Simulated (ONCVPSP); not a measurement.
## molybdenum: one change to an ONCV potential, before and after

| Quantity | Value |
| --- | --- |
| Element | molybdenum (Mo) |
| Generator | ONCVPSP 4.0.1 |
| Type | optimised norm-conserving Vanderbilt (ONCV) |
| Functional | PBE |
| Relativity | fully relativistic |
| Frozen core | [Ar] 3d10 |
| Valence charge | 14 |
| Reference configuration | 4s2 4p6 4d5 5s1 |
| Partial waves | 4s+5s: rc 1.65 bohr, ncon 4, nbas 7, qcut 7.4 1/bohr, 2 projectors; 4p: rc 1.45 bohr, ncon 4, nbas 8, qcut 7.5 1/bohr, 2 projectors, debl 1.4 Ha; 4d: rc 2.30 bohr, ncon 4, nbas 9, qcut 7.6 1/bohr, 2 projectors, debl 3.1 Ha |
| Local potential | polynomial inside 1.30 bohr (lpopt 1, dvloc0 0 Ha) |
| Core correction | Teter function, fcfact 5.25, rcfact 1.3 |

Open shells are filled in proportion to 2j + 1.

Change: s: qcut 6; p: qcut 6.1; d: qcut 6.2.

Cutoffs: the cutoffs (Ha) at which the residual kinetic energy of the hardest occupied pseudo-wave falls to 1 and 0.1 mHa per electron; they do not see the model core or the augmentation charge, which bear on the density cutoff. Errors are all-electron minus pseudo energies relative to the spin-unpolarised reference configuration.

Q: How do hardness, ghosts and transferability respond?

A: The potential gets neither clearly harder nor softer (22 Ha and 29 Ha → 19 Ha and 87 Ha); the p channel sets the loose cutoff, while the largest relative change is in s, which becomes softer; of the 4 tests that both files solve, the error grows in 3 and shrinks in 0 by more than 15 % and 0.3 meV (median size 0.4 → 2.3 meV); neither file shows a bound ghost.

| quantity | base | changed |
| --- | --- | --- |
| cutoff, loose | 22 Ha | 19 Ha |
| cutoff, tight | 29 Ha | 87 Ha |
| loose cutoff by channel | s 20 Ha, p 22 Ha, d 17 Ha | s 16 Ha, p 19 Ha, d 14 Ha |
| bound ghosts | none | none |
| GHOST(+) flags under 300 eV | none | s at 236.3 eV |
| error for 4s2 4p6 4d5 5s0, meV [ΔE 6.89 eV] | 0.0 | +0.2 |
| error for 4s2 4p6 4d4 5s0, meV [ΔE 22.35 eV] | +0.1 | -0.8 |
| error for 4s2 4p6 4d3 5s0, meV [ΔE 49.09 eV] | +13 | +27 |
| error for 4s2 4p6 4d4 5s2, meV [ΔE 0.20 eV] | +0.7 | +3.8 |
| s: phases at 1.68 bohr within 0.05 rad from the reference energy up to (Ha; the scan ends near 5) | to the end of the scan | to the end of the scan |
| p3/2: phases at 1.47 bohr within 0.05 rad from the reference energy up to (Ha; the scan ends near 5) | 4.8 | 4.8 |
| p1/2: phases at 1.47 bohr within 0.05 rad from the reference energy up to (Ha; the scan ends near 5) | 4.8 | 4.8 |
| d5/2: phases at 2.33 bohr within 0.05 rad from the reference energy up to (Ha; the scan ends near 5) | to the end of the scan | to the end of the scan |
| d3/2: phases at 2.33 bohr within 0.05 rad from the reference energy up to (Ha; the scan ends near 5) | to the end of the scan | to the end of the scan |
| rms error of d²Exc/dni dnj with the model core, mHa | 3.93 | 3.72 |
